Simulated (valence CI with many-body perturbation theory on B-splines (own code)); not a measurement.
Sensitivity of CI+MBPT for Sb XII

Calculated by relativistic CI+MBPT: four valence electrons over a frozen Dirac-Fock core [Kr], a basis of 6 s, 6 p, 5 d, 5 f, 1 g functions for each j, with the one-electron correlation potential Σ1 (screened to all orders), the two-electron term Σ2, the three-electron term Σ3, Breit, model QED; selected single and double excitations, second order for the rest, scaled by the run's own slope (own B-spline code, finite nucleus).

No measured spectrum was set against this ion. As an estimate, terms of the open shell hold to 2 to 4 % of their energy, and close levels can change places. Only levels of the ground parity were solved; by the run's estimate the other parity begins above the list, which can be wrong where configurations are misplaced.

The reference run has the lowest level 4d4 5D_0 and an ionisation energy of 239.632 eV. Its largest variational space holds 10008 state functions.

Names give the largest LS component (configuration and term), which can be under half, so a name can repeat, a term be missing and a line seem to break the LS rules; names also repeat where a configuration has a term twice. Letters in brackets count levels of one name in rising energy.

Changed runs:
A. size limit of the variational space 10000 → 3000; Breit term on → off; QED terms on → off
B. natural orbitals for correlation on → off
C. size limit of the variational space 10000 → 3000; second order for the rest on → off
D. start configuration 4d4 → 4s4 (bad on purpose)

Excitation energies of the reference run in cm⁻¹, and shifts in cm⁻¹:

```tsv
Level	Reference	A	B	C
4d4 5D_1	3831	+246	-142	+67
4d4 5D_2	8065	+425	-196	+138
4d4 5D_3	12052	+556	-175	+164
4d4 5D_4	15633	+648	-85	+180
4d4 3P_0	29514	+214	+956	+4.9
4d4 3H_4	31144	+432	+888	+431
4d4 3H_5	37465	+691	+867	+268
4d4 3G_3	37469	+447	+1037	+452
4d4 3P_1	39229	+509	+1105	+177
4d4 3F_2	39752	+444	+1182	+429
4d4 3H_6	40764	+727	+919	+58
4d4 3G_4 [a]	44134	+770	+937	+418
Ionisation energy (eV)	239.632	+0.029	-0.052	+0.00018
```

Run D: It gave no result: a shell was given more electrons than it holds. The program said: "a valence shell holds more than 4l+2 electrons".
